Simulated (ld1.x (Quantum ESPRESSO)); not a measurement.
# chlorine (Cl): one change to an RRKJ potential, before and after

```
Element                 : chlorine
Generator               : ld1.x (Quantum ESPRESSO) 7.5
Type                    : norm-conserving RRKJ (Kleinman–Bylander form)
Functional              : PBEsol
Relativity              : scalar-relativistic
Frozen core             : [Ne]
Valence charge          : 7
Reference configuration : 3s2 3p5
Partial waves           : 3s (bound): rc 1.25 bohr; 3d channel at 0.45 Ry: rc 1.15 bohr; 3p (bound): rc 1.20 bohr
Local potential         : the p channel
Core correction         : a·sin(br)/r model core inside 1.00 bohr
rho0                    : 0.01
```

Change: wave 3p (bound): rc 1.20 bohr becomes 3p (bound): rc 0.88 bohr.

Cutoffs: the cutoffs (Ry, on a coarse ladder) from which the occupation-weighted sum of valence levels, in a spherical-Bessel basis at the reference potential, stays within 10 and 1 mRy of its value at 400 Ry; they do not see the model core or the augmentation charge, which bear on the density cutoff. Errors are all-electron minus pseudo energies relative to the spin-unpolarised reference configuration.

What does the change do?

Of the 7 tests that both files solve, the error grows in 7 and shrinks in 0 by more than 15 % and 0.3 meV (median size 5.8 → 24.0 meV); the range in which the s phases agree narrows (upper end at the end of the scan → 1.6); the range in which the p phases agree narrows (upper end at the end of the scan → 1.5); neither file shows a bound ghost. That the errors move this way runs against the usual rule that smaller radii transfer better.

| quantity | base | changed |
| --- | --- | --- |
| cutoff, loose | 70 Ry | 300 Ry |
| cutoff, tight | 110 Ry | over 300 Ry |
| loose cutoff by channel (10 mRy a level) | s 30 Ry, p 12 Ry | s 30 Ry, p 200 Ry |
| bound ghosts | none | none |
| error for 3s2 3p4, meV [ΔE 13.84 eV] | +2.6 | +9.1 |
| error for 3s2 3p3, meV [ΔE 39.23 eV] | +19 | +49 |
| error for 3s2 3p2, meV [ΔE 77.49 eV] | +63 | +135 |
| error for 3s1 3p5, meV [ΔE 26.50 eV] | +5.8 | +24 |
| error for 3s2 3p1, meV [ΔE 129.68 eV] | +147 | +262 |
| error for 3s1 3p6, meV [ΔE 12.11 eV] | +0.9 | +7.3 |
| error for 3s2 3p4.5, meV [ΔE 5.56 eV] | +0.3 | +1.9 |
| s: phases at 1.35 bohr within 0.05 rad from the reference energy up to (Ry; the scan ends near 5) | to the end of the scan | 1.6 |
| p: phases at 1.35 bohr within 0.05 rad from the reference energy up to (Ry; the scan ends near 5) | to the end of the scan | 1.5 |
| d: phases at 1.35 bohr within 0.05 rad from the reference energy up to (Ry; the scan ends near 5) | to the end of the scan | to the end of the scan |
